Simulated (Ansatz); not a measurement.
C$_{3}$H$_{3}$IN$_{2}$ (`N#CCC(=N)I`), charge 0, multiplicity 1.

(1) Give a relaxed structure at PBE0-D4/def2-TZVP (Ansatz). (An estimate is asked.)

Results:

(1) The calculation gave: 
Cartesian coordinates in Å:
```
N 0.6091 -2.4217 -1.2003
C 0.6889 -1.4112 -0.6603
C 0.8071 -0.1269 0.0088
C -0.5225 0.5482 0.2393
N -0.7585 1.6785 -0.2225
I -1.8736 -0.5870 1.4457
H 1.4191 0.5465 -0.5962
H 1.3037 -0.2792 0.9720
H -1.6733 2.0528 0.0134
```
This is one stationary point; other conformers may exist.
